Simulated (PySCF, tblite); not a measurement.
One entry of a table of gas-phase calculations, keyed by method. Lists by class give the value and the number of equivalent atoms.

```json
{
 "formula": "C3H5FO2Si2",
 "smiles": "O=C1O[SiH2]C=C1[SiH2]F",
 "charge": 0,
 "multiplicity": 1,
 "geometry_level": "GFN2-xTB",
 "atoms_angstrom": [
  ["O", 0.414, 2.062, -1.087],
  ["C", -0.236, 1.16, -0.633],
  ["O", -1.578, 1.138, -0.682],
  ["Si", -2.284, -0.197, 0.004],
  ["C", -0.59, -0.899, 0.454],
  ["C", 0.337, -0.032, 0.031],
  ["Si", 2.213, -0.076, 0.137],
  ["F", 2.548, -1.465, 0.895],
  ["H", -2.98, -0.906, -1.058],
  ["H", -3.076, 0.267, 1.132],
  ["H", -0.335, -1.817, 0.957],
  ["H", 2.829, -0.2, -1.173],
  ["H", 2.733, 0.966, 1.006]
 ],
 "electronic_structure_code": "PySCF",
 "results": {
  "GFN2-xTB geometry": {
   "point_group": "Cs",
   "rotational_constants_GHz": [2.72, 0.97, 0.728]
  },
  "PBE0/def2-SVPD ground state and vertical TDDFT (core frozen in the response)": {
   "dipole_D": 3.54,
   "homo_eV": -8.45,
   "lumo_eV": -2.29,
   "S1_eV": 4.46,
   "strongest_line_of_8_singlets_eV": 6.08,
   "T1_tda_eV": 3.78,
   "polarisability_au": 87.3,
   "r2_bohr2_about_centre_of_nuclear_charge": 1453.6,
   "singlets_eV_and_f": [
    [4.46, 0.0],
    [5.54, 0.0],
    [6.08, 0.23],
    [6.12, 0.056],
    [6.51, 0.002],
    [6.87, 0.064],
    [6.91, 0.056],
    [7.1, 0.0]
   ],
   "triplets_tda_eV": [3.78, 4.04, 4.97]
  },
  "PBE0/pcSseg-1 ground state and GIAO shieldings, non-relativistic": {
   "shift_vs_computed_TMS_C_by_class_ppm": [
    [176.0, 1],
    [169.2, 1],
    [162.1, 1]
   ],
   "shift_vs_computed_TMS_H_by_class_ppm": [
    [8.11, 1],
    [5.51, 2],
    [5.28, 2]
   ],
   "shielding_other_nuclei_by_class_ppm": [
    ["O", -122.8, 1],
    ["O", 154.1, 1],
    ["F", 403.6, 1],
    ["Si", 358.3, 1],
    ["Si", 360.5, 1]
   ],
   "charges_hirshfeld_e_by_atom": [-0.25, 0.2, -0.2, 0.44, -0.11, -0.1, 0.43, -0.21, -0.06, -0.06, 0.06, -0.06, -0.06]
  },
  "GFN2-xTB harmonic vibrations, gas phase": {
   "strongest_ir_bands_cm-1_km_per_mol_modes": [
    [708.9, 279.0, 1],
    [745.9, 387.0, 1],
    [1096.3, 330.2, 1],
    [1764.2, 421.5, 1],
    [2339.0, 247.6, 1],
    [2349.8, 449.4, 1]
   ],
   "zpe_kcal_per_mol": 44.5
  }
 }
}
```

No computed singlet falls in the visible range (750 to 380 nm, 1.65 to 3.26 eV); S1 lies 1.20 eV above its blue end. The polarisability is 12.93 Å³ as a volume (1 au = 0.148185 Å³), or 1.15 au for each of the 76 electrons. S1 lies 1.70 eV below the HOMO–LUMO gap; its leading configuration is HOMO→LUMO, weight 0.97.

Conformer computed: `[O:1]=[C:2]1[O:3][SiH2:4][CH:5]=[C:6]1[SiH2:7][F:8]`: C5–C6–Si7–F8 0°.

One conformer stands for the species.
